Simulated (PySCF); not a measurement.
Cl4Te, charge +1, quartet, at a GFN2-xTB geometry of the parent state (a state made from the parent by changing its charge; the spin is typed, not shown lowest) (all electrons, no relativity); HF/STO-3G (PySCF).

Here is a job for PySCF.
```python
from pyscf import gto, scf

mol = gto.M(
    atom='''
Te   -0.00572274    0.01236630    0.26693104
Cl    1.11337271   -1.43495632   -1.08899499
Cl    1.85279584    1.50725672    0.73992591
Cl   -1.06293622    1.32596783   -1.26356022
Cl   -1.88572747   -1.43609457    0.79613434
''',
    basis='sto-3g',
    charge=1,
    spin=3,
    verbose=4,
)

mf = scf.ROHF(mol)
mf.kernel()
```

**Question.** Predict the main parts of the log of this PySCF run.

**Answer.** 
```
PySCF version 2.14.0

[INPUT] verbose = 4
[INPUT] num. atoms = 5
[INPUT] num. electrons = 119
[INPUT] charge = 1
[INPUT] spin (= nelec alpha-beta = 2S) = 3
[INPUT] symmetry False subgroup None
[INPUT] Mole.unit = angstrom
[INPUT] Symbol           X                Y                Z      unit          X                Y                Z       unit  Magmom
[INPUT]  1 Te    -0.005722740000   0.012366300000   0.266931040000 AA   -0.010814411282   0.023368920174   0.504426559745 Bohr   0.0
[INPUT]  2 Cl     1.113372710000  -1.434956320000  -1.088994990000 AA    2.103969496465  -2.711674445514  -2.057902282123 Bohr   0.0
[INPUT]  3 Cl     1.852795840000   1.507256720000   0.739925910000 AA    3.501276702333   2.848302400210   1.398257322370 Bohr   0.0
[INPUT]  4 Cl    -1.062936220000   1.325967830000  -1.263560220000 AA   -2.008658343680   2.505716048684  -2.387782757695 Bohr   0.0
[INPUT]  5 Cl    -1.885727470000  -1.436094570000   0.796134340000 AA   -3.563508463869  -2.713825426275   1.504475860961 Bohr   0.0

nuclear repulsion = 1043.89186613309
number of shells = 31
number of NR pGTOs = 189
number of NR cGTOs = 63
basis = sto-3g
ecp = {}

******** <class 'pyscf.scf.rohf.ROHF'> ********
method = ROHF
initial guess = minao
damping factor = 0
level_shift factor = 0
DIIS = <class 'pyscf.scf.diis.CDIIS'>
diis_start_cycle = 1
diis_space = 8
diis_damp = 0
SCF conv_tol = 1e-09
SCF conv_tol_grad = None
SCF max_cycles = 50
direct_scf = True
direct_scf_tol = 1e-13
num. doubly occ = 58  num. singly occ = 3
Set gradient conv threshold to 3.16228e-05
init E= -8344.2844817453
  HOMO = -0.314397208280163  LUMO = -0.287129847230765  gap/eV = 0.74198
cycle= 1 E= -8364.88273667569  delta_E= -20.6  |g|= 0.177  |ddm|= 2.94
  HOMO = -0.250465619030473  LUMO = -0.111041698465455  gap/eV = 3.79392
cycle= 2 E= -8364.89853226371  delta_E= -0.0158  |g|= 0.0327  |ddm|= 0.317
  HOMO = -0.234653617975675  LUMO = -0.0970898875382137  gap/eV = 3.74330
cycle= 3 E= -8364.90323129099  delta_E= -0.0047  |g|= 0.0285  |ddm|= 0.258
  HOMO = -0.232370940262098  LUMO = -0.100219037621773  gap/eV = 3.59604
cycle= 4 E= -8364.90496747737  delta_E= -0.00174  |g|= 0.0226  |ddm|= 0.107
  HOMO = -0.224106364054356  LUMO = -0.104690551390869  gap/eV = 3.24947
cycle= 5 E= -8364.90607149296  delta_E= -0.0011  |g|= 0.012  |ddm|= 0.464
  HOMO = -0.227400726283771  LUMO = -0.103799448460599  gap/eV = 3.36336
cycle= 6 E= -8364.90728842188  delta_E= -0.00122  |g|= 0.0018  |ddm|= 0.215
  HOMO = -0.22833804948408  LUMO = -0.103925602324502  gap/eV = 3.38544
cycle= 7 E= -8364.90730082045  delta_E= -1.24e-05  |g|= 0.00118  |ddm|= 0.0116
  HOMO = -0.227869397569498  LUMO = -0.103984803819703  gap/eV = 3.37107
cycle= 8 E= -8364.90730637013  delta_E= -5.55e-06  |g|= 0.000207  |ddm|= 0.0121
  HOMO = -0.227910114979625  LUMO = -0.103962353372128  gap/eV = 3.37279
cycle= 9 E= -8364.9073064295  delta_E= -5.94e-08  |g|= 8.35e-05  |ddm|= 0.000941
  HOMO = -0.227874261669044  LUMO = -0.103980693374358  gap/eV = 3.37132
cycle= 10 E= -8364.90730644464  delta_E= -1.51e-08  |g|= 6.93e-05  |ddm|= 0.00105
  HOMO = -0.227875806104548  LUMO = -0.103981927571413  gap/eV = 3.37132
cycle= 11 E= -8364.90730644357  delta_E= 1.08e-09  |g|= 7.42e-05  |ddm|= 9.05e-05
  HOMO = -0.227878746192026  LUMO = -0.103978642444718  gap/eV = 3.37149
cycle= 12 E= -8364.90730644237  delta_E= 1.19e-09  |g|= 4.99e-05  |ddm|= 0.000302
  HOMO = -0.227887635656414  LUMO = -0.103973672352518  gap/eV = 3.37187
cycle= 13 E= -8364.9073064438  delta_E= -1.43e-09  |g|= 1.85e-05  |ddm|= 0.000473
  HOMO = -0.227884686604139  LUMO = -0.103973687521523  gap/eV = 3.37179
cycle= 14 E= -8364.90730644417  delta_E= -3.71e-10  |g|= 4.48e-06  |ddm|= 8.13e-05
  HOMO = -0.227885128415882  LUMO = -0.103973066823614  gap/eV = 3.37182
Extra cycle  E= -8364.9073064442  delta_E= -3.27e-11  |g|= 3.12e-06  |ddm|= 2.95e-05
converged SCF energy = -8364.9073064442
```
